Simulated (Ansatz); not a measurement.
The same path of CH₅FO₂Si (10 atoms, charge 0, multiplicity 1) was run twice with different band settings.

All numbers below come from RKS BLYP-D4/def2-SVP (Ansatz).

Relaxed end points:

```xyz
10
Properties=species:S:1:pos:R:3
Si -0.301 -0.246 0.266
F -0.767 -1.779 -0.110
C 1.095 0.243 -0.865
H 0.813 0.107 -1.928
O -1.675 0.704 0.151
O 0.254 -0.165 1.831
H 1.992 -0.377 -0.665
H 1.369 1.306 -0.711
H -2.346 0.407 -0.488
H -0.434 -0.201 2.520
```

```xyz
10
Properties=species:S:1:pos:R:3
Si -0.325 -0.246 0.238
F -1.015 -1.621 -0.351
C 1.091 0.237 -0.871
H 1.880 -0.542 -0.854
O -1.554 0.883 0.356
O 0.284 -0.499 1.763
H 1.541 1.193 -0.535
H 0.752 0.361 -1.920
H -2.272 0.803 -0.297
H -0.381 -0.569 2.473
```

Common settings: movable images 5; climbing image yes; spring 5.0 eV/Å²; start path through a guess of the saddle point; force threshold 0.05 eV/Å; iteration limit 60; end points relaxed.

| run | optimiser | largest step |
| --- | --- | --- |
| 1 | quadratic models (default) | default |
| 2 | fire | 0.5 Å |

Problem. What does each run give, and how far can it be trusted?

Solution. Run 1: converged after 14 iterations, highest image 0.038 eV above the first end. A vibrational analysis at the climbing image gives one clearly imaginary mode, 125i cm⁻¹: a first-order saddle point.
Run 2: converged after 47 iterations, highest image 0.046 eV above the first end. The order of the stationary point at the top wasn't checked.
